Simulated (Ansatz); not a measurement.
A structure relaxed at PBE/def2-SVP in Ansatz, charge -1, singlet:

```xyz
21

Na    4.819   -1.556   -4.272
Na    3.862    4.140   -1.627
Na   -1.103    7.657    1.805
Na   -1.021    0.690    2.927
Na    5.614    1.886   -3.872
Na    1.436   -1.769   -2.697
Na    1.174   -1.296    0.719
Na    3.113   -4.579   -4.150
Na    1.468    6.039    0.155
Na   -1.364    4.192    1.569
Na   -2.159   -5.811    0.636
Na   -4.785   -3.979    2.050
Na   -1.349    0.925   -0.494
Na   -1.477   -2.729    2.520
Na    1.639    2.417    0.703
Na   -4.151   -0.711    0.765
Na   -4.163    2.357    2.583
Na   -4.182   -0.868    4.165
Na    0.840   -4.883   -1.126
Na   -1.847   -2.596   -0.970
Na    3.635    0.475   -1.390
```

(1) Give its formula.

(2) Summarise the bond lengths by kind (pairs closer than 1.2 times the sum of covalent radii, bridged metal pairs left out).

## Answers

(1) Na21⁻.

(2) 53 × Na–Na 3.40 to 3.87 Å.

The restricted singlet is unstable towards broken spin symmetry in Hartree–Fock (as tested in another run); at PBE/def2-SVP this wasn't settled. Another isomer (singlet) lies 1.18 eV lower at PBE0/def2-TZVP; other spin states weren't run for this one.
